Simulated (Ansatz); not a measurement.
Relaxation of C$_{2}$H$_{9}$Al$_{2}$N (14 atoms, charge 0, multiplicity 1), to a largest force component of 0.015 eV/Å in at most 40 steps.

Computed with Ansatz, RKS r2SCAN-D4/def2-SVP.

```xyz
14
Properties=species:S:1:pos:R:3:forces:R:3
C -0.969 0.919 0.428 -1.74 2.49 -0.54
C 0.142 0.011 0.101 0.66 -1.13 -2.12
N 1.245 0.256 0.985 3.55 -1.11 1.27
Al -0.372 -1.889 0.271 -0.85 0.03 0.29
Al 0.746 0.236 -1.820 -1.13 -0.25 0.56
H -0.697 2.037 0.297 -0.19 -1.22 0.33
H -1.337 0.822 1.466 -0.05 -0.04 0.02
H -1.835 0.795 -0.274 0.16 -0.08 0.41
H 2.138 0.532 0.466 -1.29 -0.38 0.94
H 1.534 -0.630 1.516 -0.25 1.62 -0.51
H -0.421 -2.871 -0.971 0.24 -0.18 -0.12
H -0.958 -2.430 1.697 0.36 0.14 -0.33
H 2.205 0.677 -2.135 0.56 0.07 -0.01
H -0.317 0.011 -2.976 -0.02 0.04 -0.18
```

Problem. Where does it end, and by what steps?

Solution. It converged. After 18 steps the energy has fallen by 1.674 eV; H11 moved furthest, 1.39 Å. Joined: N3–Al4 (2.78 → 1.98 Å).

```tsv
step	energy less start (eV)	largest force component (eV/Å)	accepted
0	0.0000	3.554	yes
1	-0.3447	1.222	yes
2	-0.4667	0.625	yes
3	-0.5672	0.425	yes
4	-0.6611	0.802	yes
5	-0.7565	0.931	yes
6	-0.8741	0.858	yes
7	-1.0421	1.020	yes
8	-1.2540	1.177	yes
9	-1.3898	2.066	yes
10	-1.6172	0.918	yes
11	-1.5884	0.679	no
12	-1.6666	0.191	yes
13	-1.6685	0.261	yes
14	-1.6738	0.025	yes
15	-1.6738	0.032	yes
16	-1.6743	0.018	yes
17	-1.6735	0.123	no
18	-1.6744	0.009	yes
```

```xyz
14
Properties=species:S:1:pos:R:3
C -0.988 1.031 0.502
C 0.116 0.217 -0.142
N 1.119 -0.267 0.882
Al 0.029 -1.794 0.241
Al 0.501 0.198 -2.014
H -0.623 2.023 0.833
H -1.449 0.539 1.382
H -1.799 1.212 -0.220
H 2.096 -0.146 0.614
H 0.976 0.143 1.807
H 0.924 -2.769 -0.640
H -1.050 -2.230 1.320
H 1.934 -0.284 -2.520
H -0.685 0.603 -2.993
```

Run time: 55 s on 2 threads of Intel(R) Xeon(R) 6975P-C (Granite Rapids) (shared host), peak memory 0.23 GiB.
